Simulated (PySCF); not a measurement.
**IWN: one-bond stretch**

Level of theory: PySCF, UPBE0, basis W def2-SVP with ECP60, N def2-SVP, I def2-SVP with ECP28 (scalar-relativistic core potentials, no spin–orbit coupling, density fitting).

Rigid scan from the triplet minimum (W–I 2.634 Å, W–N 1.653 Å; I–W–N 107.4°). Coordinate: the bond from W to the last atom (I) scaled, the rest fixed. Energies in kJ/mol from the minimum.

Task: Predict the curve at 0.92, 0.96, 1.00, 1.05, 1.12, 1.20, 1.35, 1.55, 1.80, 2.20.

Result: 
```
scale of one bond  E (kJ/mol)  dipole size (D)  ⟨S²⟩
             0.92        32.8             4.01  2.04
             0.96         7.1             4.17  2.04
             1.00         0.0             4.37  2.05
             1.05         8.1             4.64  2.05
             1.12        37.0             5.06  2.06
             1.20        80.5             5.52  2.09
             1.35       159.3             5.90  2.25
             1.55       225.7                –  2.63
             1.80       260.0                –  2.90
             2.20       273.1                –  3.04
```

Spin contamination is strong at 1.35, 1.55, 1.80, 2.20, so these points are less reliable.

Other spin states or occupations of the open shell can lie lower. With an element this heavy the missing spin–orbit coupling can shift these numbers.
